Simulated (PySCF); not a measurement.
# Radial density of Cl²⁺ (chlorine, charge +2)

M06-2X, [Ne] 3s1 3p4, high-spin 4P determinant (an excited configuration). Calculation: PySCF 2.14, in ANO-RCC-VTZP; scalar relativity by spin-free X2C-1e.

```tsv
r (bohr)	4πr²ρ (e/bohr)	4πr²(ρα − ρβ)
0.00121	0.07177	0.0003
0.00203	0.1864	0.0008
0.00341	0.4805	0.0021
0.00574	1.209	0.0052
0.00965	2.897	0.0125
0.0162	6.396	0.0274
0.0273	12.22	0.0517
0.0459	18.32	0.0761
0.0772	18.82	0.0907
0.130	13.77	0.1889
0.219	16.11	0.5022
0.368	18.45	0.3748
0.618	7.126	0.1016
1.04	3.596	2.0144
1.75	2.780	1.6440
2.94	0.3294	0.1512
4.95	0.002285	0.0001
8.32	3.164e-05	0.0000
```

Densities and radii are taken from the X2C orbitals without a picture-change correction, which distorts them close to the nucleus.
